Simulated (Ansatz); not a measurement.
Relaxed structures of InH2ClO, singlet (PBE0-D4/def2-TZVP; forces vanish, vibrations not checked; lower isomers may exist, and structures with a doubtful reference or unclear bonds are left out; Å). Computed with Ansatz 0.2.0 (basis: def2-TZVPP); correlated methods freeze the cores. Filled d shells of the heavier atoms are correlated. Core potentials replace the inner electrons of the atoms past krypton. The def2 sets are not built for correlating such inner shells, so the correlated values are less sure here.

Question: Rank them by CCSD(T) energy, lowest first, and give each one's height above the lowest. Links in brackets join atoms within 1.22 times the sum of their covalent radii (1.1 for two metals). (An estimate is asked for; the value comes from the calculation.)
A.
InH₂ClO ([OH][InH][Cl])
```
5
angstrom
O -1.3901 0.1318 -0.5770
In 0.4495 0.4018 0.0672
Cl 1.2879 -1.5973 0.9304
H -1.6817 -0.7748 -0.4470
H 1.3343 1.8385 0.0265
```
B.
a complex of InHO ([OH][In]) + HCl
```
5
angstrom
O -1.2916 -0.7858 -0.2507
In 0.3555 -1.7895 0.3883
Cl 0.8557 1.5154 0.0166
H -2.1299 -1.2153 -0.4298
H 2.0227 1.9706 0.2841
```
C.
a complex of InH₂O ([OH][InH]) + Cl
```
5
angstrom
O -1.2266 0.1986 -0.6818
In 0.5614 0.4490 0.2302
Cl -2.9287 0.7794 -1.9652
H -1.6609 -0.6454 -0.5057
H 1.7131 1.7682 0.2306
```

Answer: The calculation gives: A (0.00 kcal/mol), B (11.01 kcal/mol), C (86.98 kcal/mol). Heights count from the lowest.

T1 diagnostic: at most 0.025. The restricted Hartree–Fock reference is unstable towards an unrestricted one at one or more of these structures. The program raised a doubt about the electronic state. A large double-excitation amplitude points to some diradical character; no triplet was computed.

For scale, one of the runs: CCSD(T)/def2-TZVPP, 151 basis functions, launched by `ansatz run in.yaml --threads 2 --pin off --events-out ev --progress --plain --max-ram 4352MiB`. Hardware: 2 CPU threads of an Arm Neoverse V2, shared host. Wall time 46 s; peak host memory 1.1 GiB.
